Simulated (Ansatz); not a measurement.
`[NH2][AlH][NH2]` + HBr → `[NH2][AlH][Br]` + NH₃  (ligand exchange at the Al–N bond)

Program: Ansatz. Geometries: PBE0-D4/def2-TZVP. ΔE: electronic, gas phase. CBS: MP2 limit from def2 TZ/QZ plus the TZ coupled-cluster correction, frozen cores. This one scheme is used for every species. DFT in def2-TZVPP. B3LYP here is the variant with VWN-RPA as its local correlation; programs differ in this. For Br outer-core shells are correlated without core-valence functions, which leaves a few kJ/mol of doubt a bond. Scalar relativity is left out up to krypton. One conformer a species, not always the lowest.

`[NH2][AlH][NH2]`:

Cartesian coordinates in Å:
```
N -0.902 0.036 1.273
Al 0.168 -0.575 0.003
N 0.745 0.503 -1.276
H -1.245 0.978 1.365
H -1.258 -0.536 2.021
H 0.610 -2.092 0.011
H 0.528 1.481 -1.377
H 1.354 0.205 -2.020
```

HBr:

Cartesian coordinates in Å:
```
Br -0.066 0.389 0.591
H 0.066 -0.389 -0.591
```

`[NH2][AlH][Br]`:

Z-matrix (Å, degrees):
```
N
Al 1 1.756
H 1 1.007 2 125.0
H 1 1.007 2 124.3 3 -180.0
Br 2 2.258 1 117.4 3 -0.0
H 2 1.571 1 121.8 3 180.0
```

NH₃:

```xyz
4

N    -0.269   -0.053   -0.066
H    -0.020   -0.440    0.836
H     0.370   -0.448   -0.745
H    -0.082    0.941   -0.025
```

Is it downhill or uphill in electronic energy at CCSD(T)/CBS, and by how much? (An estimate is asked.)

Ansatz gave: Downhill: ΔE = -0.86 eV.

What do these levels give: LDA (SPW92), revPBE-D4, B3LYP-D4, BHLYP, RPA@PBE/def2-TZVPP, CCSD(T)/def2-TZVPP? (Best estimate.)

The calculation gave: LDA (SPW92) -0.77, revPBE-D4 -0.84, B3LYP-D4 -0.82, BHLYP -0.86, RPA@PBE/def2-TZVPP -0.79, CCSD(T)/def2-TZVPP -0.84 eV.

Largest T1 diagnostic among the species: 0.010.

From BLYP to BHLYP (50 % exact exchange), in def2-TZVPP and without D4, ΔE moves by −0.07 eV. In def2-TZVPP, CCSD(T) changes the Hartree–Fock value by +0.10 eV (the triples alone add +0.00 eV) and MP2 by +0.07 eV. Leaving LDA and LC-ωPBE aside and taking each functional with its dispersion term where it has one, the values, not all of them listed here, spread over 0.13 eV, from PBE-QIDH to BLYP-D4. LDA lies +0.08 eV from PBE without D4.
